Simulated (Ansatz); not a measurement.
Reaction (formal exchange of groups at a C–Sn bond): `C[O][SnH]([CH3])[SH]` + `CC(C)C(C)(C)C` → `CC(C)(C)C(C)(C)C` + `C[O][SnH2][SH]`

Computed with Ansatz on PBE0-D4/def2-TZVP structures; ΔE is electronic, products minus reactants. CBS: MP2 limit from def2 TZ/QZ plus the TZ coupled-cluster correction, frozen cores. DFT in def2-TZVPP. B3LYP here is the variant with VWN-RPA as its local correlation; programs differ in this. Elements past krypton have def2 core potentials. For Sn outer-core shells are correlated without core-valence functions, which leaves a few kJ/mol of doubt a bond. Each species was taken in one conformer, which may not be the lowest.

`C[O][SnH]([CH3])[SH]`:

```xyz
13

C     0.394    1.995   -0.312
O     1.240    0.924    0.017
Sn    0.545   -0.917   -0.010
C    -1.056   -1.093    1.381
S    -0.392   -1.316   -2.189
H     0.991    2.912   -0.327
H    -0.068    1.877   -1.302
H    -0.412    2.135    0.423
H     1.945   -1.846    0.258
H    -0.712   -0.797    2.372
H    -1.409   -2.124    1.412
H    -1.874   -0.442    1.073
H     0.806   -1.309   -2.796
```

`CC(C)C(C)(C)C`:

Z-matrix (Å, degrees):
```
C
C 1 1.525
H 1 1.094 2 111.4
H 1 1.091 2 112.6 3 -121.6
H 1 1.093 2 110.0 3 118.6
C 2 1.552 1 113.8 3 64.6
C 2 1.525 1 109.0 3 -63.6
H 2 1.099 1 107.2 3 -179.4
C 6 1.529 2 109.7 1 176.0
C 6 1.529 2 109.7 1 57.9
C 6 1.527 2 112.1 1 -63.0
H 7 1.091 2 112.7 1 -175.0
H 7 1.093 2 110.0 1 -55.3
H 7 1.094 2 111.4 1 63.4
H 9 1.093 6 110.3 2 -173.2
H 9 1.092 6 112.1 2 67.2
H 9 1.094 6 111.1 2 -53.8
H 10 1.095 6 111.1 2 53.7
H 10 1.092 6 112.1 2 -67.3
H 10 1.093 6 110.3 2 173.1
H 11 1.093 6 111.8 2 60.6
H 11 1.092 6 111.8 2 -60.8
H 11 1.094 6 110.1 2 179.9
```

`CC(C)(C)C(C)(C)C`:

Z-matrix (Å, degrees):
```
C
C 1 1.530
H 1 1.092 2 111.9
H 1 1.093 2 109.7 3 -119.1
H 1 1.093 2 112.2 3 121.7
C 2 1.530 1 107.7 3 54.1
C 2 1.530 1 107.7 3 170.0
C 2 1.571 1 111.2 3 -67.9
H 6 1.092 2 111.9 1 170.0
H 6 1.093 2 112.2 1 -68.3
H 6 1.093 2 109.7 1 50.9
H 7 1.093 2 112.2 1 175.9
H 7 1.093 2 109.7 1 -64.9
H 7 1.092 2 111.9 1 54.2
C 8 1.530 2 111.2 1 47.8
C 8 1.530 2 111.2 1 167.8
C 8 1.530 2 111.2 1 -72.2
H 15 1.093 8 112.2 2 53.8
H 15 1.092 8 111.9 2 -67.9
H 15 1.093 8 109.7 2 173.0
H 16 1.093 8 112.2 2 53.8
H 16 1.093 8 109.7 2 173.0
H 16 1.092 8 111.9 2 -67.9
H 17 1.093 8 112.2 2 53.8
H 17 1.092 8 111.9 2 -67.9
H 17 1.093 8 109.7 2 173.0
```

`C[O][SnH2][SH]`:

Cartesian coordinates in Å:
```
C -1.492 -0.959 -0.113
O -0.408 -0.336 -0.752
Sn 0.675 0.968 0.244
S 2.751 1.096 -0.919
H -1.834 -1.785 -0.744
H -2.341 -0.276 0.031
H -1.227 -1.379 0.869
H 0.833 0.328 1.821
H -0.053 2.506 0.161
H 3.095 -0.163 -0.598
```

| level | ΔE (eV) |
| --- | --- |
| B3LYP-D4 | 0.52 |
| ωB97X-V | 0.44 |
| PBE | 0.56 |
| HF/def2-TZVPP | 0.56 |
| CCSD(T)/def2-TZVPP | 0.44 |
| HF/def2-QZVPP | 0.56 |
| SCS-MP2/def2-QZVPP | 0.50 |
| CCSD/CBS(def2) | 0.51 |

Question: What does CCSD(T)/CBS give? (Estimate.)

Answer: Computed: +0.50 eV. The listed levels differ from it by 0.02, -0.06, 0.06, 0.06, -0.06, 0.06, 0.00, 0.01 eV.

Largest T1 diagnostic among the species: 0.013.

The D4 term adds −0.08 eV with B3LYP and −0.04 eV with PBE0; it sums over pairs of atoms, weighted by their polarisabilities, and B3LYP, whose exchange is more repulsive, gets the larger term. In def2-TZVPP, CCSD(T) changes the Hartree–Fock value by −0.11 eV (the triples alone add −0.02 eV) and MP2 by −0.10 eV.
